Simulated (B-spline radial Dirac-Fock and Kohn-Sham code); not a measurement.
**Atomic SCF run for S²⁺**

ΔSCF core binding energies without Breit or QED terms, calculated with a radial B-spline solver. Keys: rel is the Hamiltonian (dirac, or spin-free x2c and nr, where L3 and M5 stand for the whole 2p and 3d shells), method is hf or an exchange,correlation pair (spin-unpolarised, also for the hole states), nuc the nuclear model, radius_factor scales its radius, rmax is the box in bohr, h the logarithmic mesh step, order the B-spline order, points the quadrature points per cell, c_factor scales the speed of light, and damp, ndamp, maxit and tol steer the iteration. The run stops when the commutator error falls below 10·tol·max(1, Z/10), or the numerical noise floor, and the energy has settled to about 1e-8 Ha; the virial ratio is −V/T.

Input (task.json):

```json
{"items": [{"Z": 16, "q": 2, "cfg": [[1, 0, 2], [2, 0, 2], [2, 1, 6], [3, 0, 2], [3, 1, 2]], "A": 32, "rrms": 3.2611, "do": "settings", "holes": ["K", "L3", "M5"],
  "settings": [{"rel": "dirac", "method": "hf", "nuc": "fermi", "radius_factor": 1.0, "rmax": 2.0, "h": 0.3, "order": 8, "points": 10, "c_factor": 1.0, "maxit": 63, "damp": 0.5, "ndamp": 3, "tol": 1e-08}]}]}
```

Command: `python xray2_run.py task.json out`

Ground-state iterations:

```
iter   energy (Ha)        error
   1     -393.23158907  5.85e-01
   2     -393.53846380  5.83e-02
   3     -393.55306429  2.13e-02
   4     -393.55508102  7.79e-03
   5     -393.55538561  2.06e-03
   6     -393.55540802  7.28e-05
   7     -393.55540804  2.53e-06
   8     -393.55540804  4.51e-08
```

The ground state converged in 8 iterations, with total energy -393.55541 Ha, virial ratio 1.95148 and highest orbital energy 3.51 eV. ΔSCF binding energies: K (1s) 2482.3 eV, L3 (2p3/2) 175.8 eV. Holes are computed only in closed shells, and unreliable hole states are left out.

Question: One setting is unsound. Which, and why?

Answer: rmax squeezes the outer orbitals. With the default settings (Dirac Hartree-Fock): The ground state converged in 9 iterations, with total energy -397.42174 Ha, virial ratio 1.99436 and highest orbital energy -33.70 eV. ΔSCF binding energies: K (1s) 2512.3 eV, L3 (2p3/2) 200.2 eV. Holes are computed only in closed shells, and unreliable hole states are left out.
